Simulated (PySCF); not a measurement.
# Polarisability and C₆ of V (vanadium, neutral)

[Ar] 3d4 4s1, high-spin 6D determinant (an excited configuration). All numbers are calculated (PySCF 2.14, the non-relativistic Hamiltonian (point nucleus), in def2-QZVPPD). Coupled (time-dependent) response in atomic units; α is the mean over directions.

| method | mean α (bohr³) | α xx, yy, zz | C₆ (like pair) | S(−4) |
| --- | --- | --- | --- | --- |
| UHF | 129.9 | 130.7, 130.7, 128.1 | 1276 | 15040 |
| PBE | 84.44 | 82.77, 82.77, 87.78 | 690.8 | 6808 |
| PBE0 | 90.49 | 89.82, 89.82, 91.83 | 777.8 | 6851 |

S(−4) is the Cauchy moment in α(ω) = α(0) + S(−4) ω² + …

α(iu) at PBE0:

```
u (hartree)  α(iu) (bohr³)
          0          90.49
     0.0500          76.32
      0.100          52.91
      0.200          25.95
      0.300          15.73
      0.500          8.604
      0.750          5.489
       1.00          3.959
       1.50          2.399
       2.00          1.622
       3.00         0.8877
       5.00         0.3871
```

A single London oscillator, α(iu) = α/(1 + u²/ω²), gives C₆ = (3/4) ω α². Matching the computed C₆ needs ω = 4 × 777.8 / (3 × 90.49²) = 0.127 hartree.

The components differ because the open shell of this determinant is not spherical; for a pure term their mean is the scalar polarisability.
